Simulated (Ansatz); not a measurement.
Compare A (`C=C(O)B(C)N`) with its isomer B (`C=C(N)B(C)O`).

Isolated molecules relaxed with PBE0-D4/def2-TZVP in Ansatz; ΔE leaves out vibrations. CCSD(T)/CBS is the MP2 limit (def2-TZVPP, def2-QZVPP) plus CCSD(T) − MP2 in def2-TZVPP, frozen cores. DFT in def2-TZVPP. B3LYP here is the variant with VWN-RPA as its local correlation; programs differ in this. One conformer a species, not always the lowest.

A:

```xyz
14

C     0.026   -0.085    2.050
C     0.483    0.438    0.912
O     1.483    1.380    0.987
B     0.016   -0.050   -0.507
C    -1.380   -0.731   -0.743
N     0.896    0.167   -1.575
H     0.411    0.225    3.016
H    -0.735   -0.852    2.024
H     1.495    1.876    0.164
H    -1.479   -1.632   -0.130
H    -2.196   -0.069   -0.437
H    -1.552   -1.021   -1.783
H     1.848    0.473   -1.459
H     0.684   -0.117   -2.517
```

B:

```xyz
14

C     1.536   -0.119   -1.283
C     0.350   -0.297   -0.676
N    -0.728   -0.901   -1.295
B     0.135    0.195    0.809
C    -1.280    0.587    1.359
O     1.193    0.282    1.655
H     1.715   -0.400   -2.316
H     2.363    0.351   -0.766
H    -1.637   -0.685   -0.924
H    -0.708   -0.968   -2.300
H    -1.223    1.073    2.333
H    -1.825    1.242    0.671
H    -1.895   -0.314    1.480
H     2.004   -0.046    1.253
```

(1) Which isomer does CCSD(T)/CBS put lower? Give the gap. (Estimate.)

(2) Give E(B) − E(A) in kJ/mol with PBE-D4, PBE0-D4, B3LYP-D4, B2PLYP, MP2/def2-TZVPP, HF/def2-TZVPP, CCSD/def2-TZVPP. (An estimate is asked.)

Largest T1 diagnostic: 0.013.

Answers

(1) Ansatz gave: B, by 26.0 kJ/mol.

(2) Ansatz gave: PBE-D4 -26.5, PBE0-D4 -27.6, B3LYP-D4 -27.0, B2PLYP -27.5, MP2/def2-TZVPP -28.8, HF/def2-TZVPP -28.7, CCSD/def2-TZVPP -25.8. None reverses the order clearly.
